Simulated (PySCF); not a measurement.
## How methods differ on the excitation energy of Re⁺

Re⁺ [Xe] 4f14 5d5 6s1 (7S) → Re⁺ [Xe] 4f14 5d5 6p1 (7P), as a difference of total energies. All numbers are calculated (PySCF 2.14, scalar relativity through the core potential, in def2-TZVPPD with the def2 core potential (60 electrons) (6s5p3d2f1g, 59 functions)). Correlated levels: valence: 5s2 5p6 frozen. The calculations carry no spin-orbit coupling.

```json
{"method": "UHF", "excitation energy (cm⁻¹)": "46256"}
{"method": "MP2 (valence)", "excitation energy (cm⁻¹)": "47992"}
{"method": "SCS-MP2 (valence)", "excitation energy (cm⁻¹)": "46835"}
{"method": "CCSD (valence)", "excitation energy (cm⁻¹)": "47942"}
{"method": "CCSD(T) (valence)", "excitation energy (cm⁻¹)": "47973"}
```
